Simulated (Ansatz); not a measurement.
SnClF₃. Total charge 0; singlet. Geometry PBE-D4/def2-SVP; atoms count from 1.

```xyz
5

Sn    0.032    0.020   -0.021
Cl   -1.674   -1.069    1.114
F     0.315   -0.752   -1.770
F     1.701   -0.093    0.945
F    -0.374    1.893   -0.268
```

In the def2 sets Sn takes a core potential; there is no spin–orbit coupling.

(1) Estimate the Mulliken populations from the PBE0/def2-TZVP orbitals of Ansatz.

(2) And the Mayer bond orders between heavy atoms (over 0.3)?

## Answers

(1) 
```tsv
atom	charge (e)
Sn1	1.56
Cl2	-0.26
F3	-0.43
F4	-0.43
F5	-0.43
```
Mulliken values depend strongly on the basis.

(2) Sn1–Cl2 1.05 (2.32 Å); Sn1–F3 0.86 (1.93 Å); Sn1–F4 0.86 (1.93 Å); Sn1–F5 0.86 (1.93 Å).
